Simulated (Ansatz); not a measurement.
Consider the cleavage of the B–Al bond: `[BH2][Al]1[SiH2][S]1` + `OC[SiH2]Cl` → `BOC[SiH2]Cl` + `[AlH]1[SiH2][S]1`.

Program: Ansatz. Geometries: PBE0-D4/def2-TZVP. ΔE: electronic, gas phase. CCSD(T)/CBS is the MP2 limit (def2-TZVPP, def2-QZVPP) plus CCSD(T) − MP2 in def2-TZVPP, frozen cores. DFT in def2-TZVPP. B3LYP here is the variant with VWN-RPA as its local correlation; programs differ in this. Each species was taken in one conformer, which may not be the lowest.

`[BH2][Al]1[SiH2][S]1`:

```xyz
8

B    -1.391   -1.926   -0.367
Al   -0.177   -0.270    0.067
Si    1.142    1.656   -0.046
S     0.721    0.646    1.841
H    -2.583   -1.834   -0.395
H    -0.919   -2.992   -0.636
H     2.591    1.675   -0.378
H     0.615    3.045   -0.087
```

`OC[SiH2]Cl`:

Cartesian coordinates in Å:
```
O 0.513 1.284 1.069
C 0.867 0.259 0.160
Si -0.607 -0.814 -0.307
Cl -2.069 0.485 -0.978
H -0.216 1.786 0.690
H 1.616 -0.364 0.659
H 1.345 0.659 -0.746
H -0.286 -1.758 -1.407
H -1.164 -1.536 0.860
```

`BOC[SiH2]Cl`:

Cartesian coordinates in Å:
```
B -1.771 -0.438 1.077
O -1.212 -0.099 -0.095
C 0.077 -0.561 -0.483
Si 1.249 0.915 -0.541
Cl 3.096 0.233 -1.134
H -1.191 -1.175 1.830
H -2.847 0.027 1.313
H -0.003 -1.020 -1.473
H 0.448 -1.322 0.213
H 1.373 1.513 0.809
H 0.782 1.925 -1.516
```

`[AlH]1[SiH2][S]1`:

Z-matrix (Å, degrees):
```
Si
S 1 2.201
Al 1 2.318 2 57.3
H 1 1.487 2 112.5 3 -118.4
H 1 1.487 2 112.5 3 118.4
H 3 1.572 1 165.3 2 -180.0
```

Problem. Is it downhill or uphill in electronic energy at CCSD(T)/CBS, and by how much? (An estimate is asked.)

Solution. The calculation gave: Downhill: ΔE = -163.0 kJ/mol.

Problem. What do these levels give: r2SCAN-D4, PBE0-D4, B3LYP-D4, r2SCAN, B3LYP, MP2/def2-TZVPP, SCS-MP2/def2-TZVPP, CCSD(T)/def2-TZVPP, HF/def2-QZVPP, HF/CBS(def2), MP2/CBS(def2), CCSD/CBS(def2)? (Best estimate.)

Solution. Computed: r2SCAN-D4 -159.5, PBE0-D4 -154.7, B3LYP-D4 -166.6, r2SCAN -159.3, B3LYP -165.8, MP2/def2-TZVPP -170.9, SCS-MP2/def2-TZVPP -171.0, CCSD(T)/def2-TZVPP -164.0, HF/def2-QZVPP -172.2, HF/CBS(def2) -172.3, MP2/CBS(def2) -169.8, CCSD/CBS(def2) -163.0 kJ/mol.

Largest T1 diagnostic among the species: 0.016.

From PBE to PBE0 (25 % exact exchange), in def2-TZVPP and without D4, ΔE moves by −3.9 kJ/mol.
